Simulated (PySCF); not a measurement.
## Oscillator strengths, rates and cross-sections

Species: C7H9N.
Geometry (GFN2-xTB, Å), atoms numbered from 1 in this order:
```
atom  x, y, z in Å
C1     3.815   -0.041    0.021
C2     2.375    0.038    0.013
C3     1.173    0.114   -0.005
C4    -0.234    0.159    0.037
N5    -0.951    0.786   -0.800
C6    -2.343    0.620   -0.485
C7    -2.431   -0.140    0.864
C8    -0.988   -0.587    1.122
H9     4.180   -0.309   -0.970
H10    4.146   -0.792    0.739
H11    4.236    0.926    0.300
H12   -2.811    0.066   -1.305
H13   -2.814    1.606   -0.446
H14   -3.119   -0.981    0.804
H15   -2.775    0.528    1.653
H16   -0.619   -0.319    2.112
H17   -0.847   -1.662    0.987
```

Level of theory: TDDFT PBE0/def2-SVPD, vertical, gas phase, core orbitals frozen in the response in PySCF.

Relations used (vacuum, state to state): A = 0.6670 f ν̃² s⁻¹ (ν̃ in cm⁻¹); τ = 1/A; f = (2/3) ΔE |μ|² in atomic units; ∫σ dE = 109.76 f Mb·eV.

The rates are for emission to S0 at the absorption energy, with no other channel.

Energies and rates of the computed singlets with f of 0.002 or more:

```csv
state,λ (nm),A (s⁻¹)
S3,218.2,4.62×10⁸
S5,184.3,1.33×10⁷
S6,179.6,1.47×10⁸
```

Q: Which f and |μ| stand behind these rates?

A: f = A / (0.6670 ν̃²), and |μ| follows from f:

| state | f | \|μ\| (D) | τ | main configurations (H = HOMO, L = LUMO) |
| --- | --- | --- | --- | --- |
| S3 | 0.330 | 3.91 | 2.2 ns | H→L (85%), H-2→L+3 (10%) |
| S5 | 0.0068 | 0.52 | 75 ns | H→L+1 (58%), H→L+3 (35%) |
| S6 | 0.071 | 1.65 | 6.8 ns | H-3→L (84%) |

Q: What is the integrated cross-section of all computed states together?

A: Σf = 0.411 over S1 to S6, so 109.76 × Σf ≈ 45.2 Mb·eV.

Q: By what factor does the largest A in the list exceed the smallest?

A: S3 has 35 times the rate of S5.

Q: How much energy does a mole of photons resonant with S3 carry?

A: 5.682 eV × 96.485 = 548 kJ/mol (131 kcal/mol).
